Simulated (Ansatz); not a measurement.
One change: `C[Si](C)(C)O[Si](C)(C)C` becomes `C[Si](C)(C)[O][Cu]`.

Ansatz, PBE0-D4/def2-TZVP geometries, multiplicity 1. Each molecule was computed in one conformer, which needn't be the lowest.

Scalar relativity is left out up to krypton.

```tsv
property	`C[Si](C)(C)O[Si](C)(C)C`
size of the dipole moment (ωB97M-V/def2-TZVPP) / D	0.41
LUMO energy (PBE0/def2-TZVPP) / eV	0.69
HOMO energy (PBE0/def2-TZVPP) / eV	-7.75
HOMO energy (B3LYP/def2-TZVPP) / eV	-7.56
LUMO energy (ωB97M-V/def2-TZVPP) / eV	2.01
size of the dipole moment (PBE/def2-TZVPP) / D	0.39
```

Problem. Give the same properties after the change, and the shifts. (An estimate is asked.)

Solution. The calculation gave: 
```json
{"property": "size of the dipole moment (ωB97M-V/def2-TZVPP) / D", "`C[Si](C)(C)[O][Cu]`": "4.73", "shift": "4.32"}
{"property": "LUMO energy (PBE0/def2-TZVPP) / eV", "`C[Si](C)(C)[O][Cu]`": "-2.76", "shift": "-3.45"}
{"property": "HOMO energy (PBE0/def2-TZVPP) / eV", "`C[Si](C)(C)[O][Cu]`": "-6.81", "shift": "0.94"}
{"property": "HOMO energy (B3LYP/def2-TZVPP) / eV", "`C[Si](C)(C)[O][Cu]`": "-6.66", "shift": "0.90"}
{"property": "LUMO energy (ωB97M-V/def2-TZVPP) / eV", "`C[Si](C)(C)[O][Cu]`": "-1.18", "shift": "-3.19"}
{"property": "size of the dipole moment (PBE/def2-TZVPP) / D", "`C[Si](C)(C)[O][Cu]`": "3.48", "shift": "3.09"}
```

With PBE0 the HOMO rises by 0.94 eV and the LUMO falls by 3.45 eV, so the gap narrows by about 4.39 eV. PBE moves the HOMO by 0.98 eV and ωB97M-V by 0.88 eV. Dipoles are sizes alone; their direction can turn.

B3LYP here is the variant with VWN-RPA as its local correlation; programs differ in this.

Positive LUMOs are unbound, so they and the gaps depend on the basis.
